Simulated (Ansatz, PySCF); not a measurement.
This PySCF input computes a r2SCAN/def2-TZVPD energy:

```python
from pyscf import gto, scf, dft

mol = gto.M(
    atom='''
    C     0.00079133    1.31838480    0.25090871
    C    -1.14803330    0.29356487    0.21813347
    S    -0.00082143   -1.02849276   -0.37741339
    C     1.14874706    0.29267735    0.21555319
    H     0.00201726    1.98981929    1.11119910
    H     0.00000531    1.92193042   -0.65634690
    H    -1.96942924    0.50863668   -0.46145987
    H    -1.54453009    0.05090772    1.20350364
    H     1.96877993    0.50711489   -0.46588418
    H     1.54726917    0.04971300    1.20003021
    ''',
    basis='def2-tzvpd',
    charge=0,
    spin=0,
    verbose=4,
)

mf = dft.RKS(mol, xc='r2scan').density_fit(auxbasis='def2-universal-jkfit')
mf.grids.level = 4
mf.conv_tol = 1e-9
mf.max_cycle = 100
mf.max_memory = 1500
mf.kernel()
if not mf.converged:
    mf = mf.newton()
    mf.kernel(mf.make_rdm1())
mf.analyze()
```

Write an input for the same energy in Ansatz (an electronic-structure program) and say what it gives.


Ansatz 0.2 input:
```yaml
crystal:
  periodic: [false, false, false]
  atoms:
    - {symbol: C, position_ang: [0.00079133, 1.31838480, 0.25090871]}
    - {symbol: C, position_ang: [-1.14803330, 0.29356487, 0.21813347]}
    - {symbol: S, position_ang: [-0.00082143, -1.02849276, -0.37741339]}
    - {symbol: C, position_ang: [1.14874706, 0.29267735, 0.21555319]}
    - {symbol: H, position_ang: [0.00201726, 1.98981929, 1.11119910]}
    - {symbol: H, position_ang: [0.00000531, 1.92193042, -0.65634690]}
    - {symbol: H, position_ang: [-1.96942924, 0.50863668, -0.46145987]}
    - {symbol: H, position_ang: [-1.54453009, 0.05090772, 1.20350364]}
    - {symbol: H, position_ang: [1.96877993, 0.50711489, -0.46588418]}
    - {symbol: H, position_ang: [1.54726917, 0.04971300, 1.20003021]}
basis:
  gaussian:
    orbitals: def2-TZVPD
hamiltonian:
  xc: {name: r2SCAN}
output: {forces: true}
```
It gives -516.04755 Eh, and PySCF -516.04765 Eh, a difference of 0.10 mEh, from the treatment of integrals and grids.
